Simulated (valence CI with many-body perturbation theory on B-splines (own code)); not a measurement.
## Kr XXIV: fill in the table

Calculated by relativistic CI+MBPT: three valence electrons over a frozen Dirac-Fock core [Ne], radial functions for each j: 11 s, 11 p, 10 d, 8 f, 5 g, 2 h, with the one-electron correlation potential Σ1, the two-electron term Σ2, the three-electron term Σ3, Breit, model QED; selected CI, second order for the rest, scaled by the run's own slope (own B-spline code, finite nucleus).

No measured spectrum was set against this ion. As an estimate, levels of excited configurations hold to 0.05 to 0.15 % of their energy, terms of the ground configuration to about 0.5 %.

```tsv
Level	E (eV)
3s2 3p 2P°_1/2	0.00
3s2 3p 2P°_3/2	?
3s 3p2 4P_1/2	51.06
3s 3p2 4P_3/2	?
3s 3p2 4P_5/2	?
3s 3p2 2D_3/2	71.89
3s 3p2 2D_5/2	75.85
3s 3p2 2P_1/2	81.61
3s 3p2 2S_1/2	93.64
3s 3p2 2P_3/2	?
3s2 3d 2D_3/2	104.54
3s2 3d 2D_5/2	?
3p3 2D°_3/2	130.15
3p3 2D°_5/2	136.10
3p3 4S°_3/2	?
3s 3p 3d 4F°_3/2	141.54
3s 3p 3d 4F°_5/2	143.96
3s 3p 3d 4F°_7/2	147.71
3p3 2P°_1/2	149.10
3s 3p 3d 4P°_5/2	151.96
```

Names give the largest LS component (configuration and term), which can be under half, so a name can repeat, a term be missing and a line seem to break the LS rules; names also repeat where a configuration has a term twice.

Question: The levels stand in rising order. What does the calculation give for the missing energies?

Answer: 3s2 3p 2P°_3/2 12.07; 3s 3p2 4P_3/2 57.53; 3s 3p2 4P_5/2 62.04; 3s 3p2 2P_3/2 94.91; 3s2 3d 2D_5/2 106.15; 3p3 4S°_3/2 137.34.
